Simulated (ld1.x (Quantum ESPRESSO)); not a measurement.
**Transferability test, TM semilocal potential for In**

ld1.x (Quantum ESPRESSO) 7.5 input, shortened:

```
&input
   title='In', zed=49., rel=1, dft='WC', iswitch=3,
   config='[Kr] 4d10 5s1.75 5p1.25 5d-2'
 /
 &inputp
   pseudotype=1, tm=.true., lloc=0,
   nlcc=.false.
 /
3
5P  2  1   1.25   0.00  2.00  2.00  0.0
5D  3  2  -2.00  -0.15  2.00  2.00  0.0
5S  1  0   1.75   0.00  2.00  2.00  0.0
 &test
   configts(1)='5s1.75 5p1.25'
 /
```

Energies are relative to the spin-unpolarised reference configuration 5s1.75 5p1.25; without spin polarisation the order of configurations can differ from experiment. The frozen-core shift is the all-electron ΔE with the core orbitals held at their reference shape minus the fully relaxed ΔE.

```json
{"valence configuration": "5s2 5p1", "charge": "0", "ΔE all-electron (eV)": "-1.451", "error AE − PS (meV)": "+1.4", "frozen-core shift (meV)": "+1.2"}
{"valence configuration": "5s2 5p0", "charge": "+1", "ΔE all-electron (eV)": "3.900", "error AE − PS (meV)": "-3.5", "frozen-core shift (meV)": "+12"}
{"valence configuration": "5s1 5p0", "charge": "+2", "ΔE all-electron (eV)": "23.196", "error AE − PS (meV)": "-19", "frozen-core shift (meV)": "+227"}
{"valence configuration": "5s2 5p0.5", "charge": "+0.5", "ΔE all-electron (eV)": "0.484", "error AE − PS (meV)": "+0.6", "frozen-core shift (meV)": "+1.3"}
{"valence configuration": "5s2 5p1.3", "charge": "-0.3", "ΔE all-electron (eV)": "-1.976", "error AE − PS (meV)": "+0.7", "frozen-core shift (meV)": "+2.2"}
{"valence configuration": "5s1 5p1", "charge": "+1", "ΔE all-electron (eV)": "10.589", "error AE − PS (meV)": "+1.0", "frozen-core shift (meV)": "+53"}
```

(1) What are ΔE and the potential's error for 5s0 5p3?

Levels in the configuration 5s2 5p0:

```json
{"level": "5s", "all-electron (eV)": "-15.009", "pseudo (eV)": "-15.056"}
```

Note: ghost state, extra bound levels that the all-electron valence spectrum of the same l lacks: d at -2.17 eV; the semilocal form is local in each channel, so this says nothing of the separable form that plane-wave codes build from it. A true bound ghost makes a file unfit for plane-wave use.

Results:

(1) ΔE = 10.602 eV all-electron; the error (AE − PS) is +82 meV.
